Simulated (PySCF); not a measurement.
Bonds: C1-C2, C2-C3, C3-C4, C3-C5, C5-N6, C3-N7, N7-Si8. C1 carries H9; C4 carries H10, H11, H12; C5 carries H13; N6 carries H14; N7 carries H15; Si8 carries H16, H17, H18.

Relativity neglected, isolated molecule, single conformer, rapidly exchanging positions averaged. Structure optimised with GFN2-xTB; shieldings: GIAO PBE0/pcSseg-1; PySCF 2.14.

Scale: 13C, 1H, 29Si against TMS; NH3 for 15N (reference shieldings calculated alike).

| atoms | nucleus | count | Hirshfeld charge | δ (ppm) |
| --- | --- | --- | --- | --- |
| C5 | 13C | 1 | 0.06 | 180.0 |
| H10/H11/H12 | 1H | 3 | 0.04 | 1.63 |
| N6 | 15N | 1 | -0.20 | 354.4 |
| C4 | 13C | 1 | -0.13 | ? |
| H13 | 1H | 1 | 0.04 | 8.30 |
| H16/H17/H18 | 1H | 3 | -0.08 | ? |
| N7 | 15N | 1 | -0.24 | 46.6 |
| C2 | 13C | 1 | -0.03 | 92.4 |
| C3 | 13C | 1 | 0.07 | ? |
| C1 | 13C | 1 | -0.11 | 79.8 |
| H9 | 1H | 1 | 0.09 | ? |
| Si8 | 29Si | 1 | 0.34 | -65.0 |
| H15 | 1H | 1 | 0.11 | 0.74 |
| H14 | 1H | 1 | 0.12 | 11.07 |

Fill in the missing shifts.

## Answers


- C3: 54.7 ppm, carbon bonded to 3 C, N
- C4: 29.2 ppm, carbon bonded to C, 3 H
- H16/H17/H18: 4.54 ppm, hydrogen on a silicon bonded to N
- H9: 1.91 ppm, hydrogen on a carbon bonded to C

Exchangeable OH/NH protons stand at their gas-phase positions; hydrogen bonding in a real sample shifts them, mostly to higher δ. Shifts are as computed. Against solution values, carbons near 30 ppm lie about +3 ppm off and those near 130 ppm about +5 ppm. Of 1211 compounds with measured shifts, 218 miss one by over three times the rms of a fit or turn the order of signals round; such compounds aren't used in these exercises. Experimental scales use liquid or dissolved standards, which lie at an offset from isolated NH3 (liquid NH3: subtract about 20 ppm). Unscaled 15N shifts of sp2 nitrogen come out 20 to 40 ppm too high even then.
